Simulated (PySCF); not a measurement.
Saddle point of GeH$_{5}$BrO, closed shell (GeH₄O ([OH][GeH3]) + HBr → GeH₃Br ([GeH3][Br]) + H₂O; bonds formed: Ge1–Br7, O2–H6; bonds broken: Ge1–O2, H6–Br7), PBE0-D4/def2-TZVP structure:

Ge1  (-0.395, -0.043, -0.761)
O2  (0.033, -0.407, 1.211)
H3  (0.149, -1.157, -1.646)
H4  (-1.836, -0.453, -0.329)
H5  (-0.527, 1.383, -1.297)
H6  (0.951, -0.008, 1.256)
Br7  (2.187, 0.687, -0.285)
H8  (-0.564, -0.002, 1.852)
(Å)

Energies are electronic, without zero-point energy. Barriers and step energies count from the start structure reached by relaxing down the imaginary mode; all methods use the PBE0-D4 structures, on which another method's saddle can fall below an end. Program: PySCF 2.14 with density fitting (its default auxiliary sets; JK sets also for MP2 and CCSD(T)). Basis: def2-TZVPP, with def2-QZVPP for the basis limit. Cores are frozen in the correlated methods. Filled d shells of the heavier atoms are correlated. The def2 sets are not built for correlating such inner shells, so the correlated values are less sure here. B3LYP uses VWN-RPA correlation. Extrapolation: Hartree–Fock as exp(−7.88 √X), correlation as X^−2.97.

```csv
method,barrier (kJ/mol),step energy (kJ/mol)
SPW92,23.9,-39.4
PBE-D4,35.7,-50.2
r2SCAN-D4,41.2,-50.1
PBE0-D4,39.5,-55.3
B3LYP-D4,?,-49.6
BHLYP-D4,?,-55.2
wB97M-V,43.1,-55.2
HF,?,-60.6
MP2,56.0,-50.1
CCSD,61.3,-52.1
CCSD(T),58.0,-50.0
```

(1) Fill in the withheld barriers. (To be estimated.)

No T1 diagnostic of these runs exceeds 0.011.

Answers

(1) Computed: HF 68.3; BHLYP-D4 51.1; B3LYP-D4 48.8 kJ/mol. Each is the energy of the saddle less that of the start structure, by the same method.

For comparison, the barrier by CCSD(T) at an estimated basis limit (MP2 extrapolated from triple and quadruple zeta, plus CCSD(T) − MP2 in triple zeta) is 52.4 kJ/mol.

Labels in which every atom is bracketed show which atoms are joined, not bond orders.

For scale, one of the runs: CCSD(T)/def2-TZVPP, 197 basis functions, launched by `OMP_NUM_THREADS=4 python run.py`. Time: 4.9 min of wall clock on 4 CPU threads of an Intel Xeon 6975P-C; the host was shared. Peak host memory: 3.4 GiB.
